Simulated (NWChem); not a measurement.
System: CH9NSi2; SMILES N[SiH2]C[SiH3]

NWChem input:

```
start job
memory heap 200 mb stack 900 mb global 1100 mb
geometry units angstroms noautosym nocenter noautoz
  Si     0.062626     2.101794     0.101081
  C     -0.760436     0.410654    -0.076346
  Si     0.431385    -1.047815    -0.160056
  N     -0.423750    -2.531966     0.157633
  H     -0.930033     3.202946    -0.050260
  H      1.117887     2.294962    -0.932526
  H      0.699130     2.234905     1.440115
  H     -1.434089     0.259277     0.777290
  H     -1.386923     0.420684    -0.978823
  H      1.474018    -0.952388     0.898435
  H      1.131207    -0.978089    -1.482196
  H     -1.167844    -2.819584    -0.468493
  H      0.116569    -3.339902     0.446223
end
basis spherical
  Si library 6-31g*
  C library 6-31g*
  N library 6-31g*
  H library 6-31g*
end
dft
  xc m05-2x
  iterations 150
end
cosmo
  do_cosmo_smd true
  solvent clbenzen
end
task dft energy
```

Coordinates come from a B3LYP/6-31G* (spherical d) optimisation. Solvent: chlorobenzene.

Level: M05-2X/6-31G* with SMD (1 M gas to 1 M solution), gas-phase geometry. Reactions with the solvent are ignored.

Task: What results follow from this input? (M05-2X/6-31G* (spherical d), SMD on the gas-phase geometry.) Quantities: solvation free energy (kcal/mol); cavity-dispersion-structure term (kcal/mol); dipole in solution (D).

Result: 
| Quantity | Value |
|---|---|
| solvation free energy (kcal/mol) | -3.3 |
| cavity-dispersion-structure term (kcal/mol) | 0.6 |
| dipole in solution (D) | 2.33 |
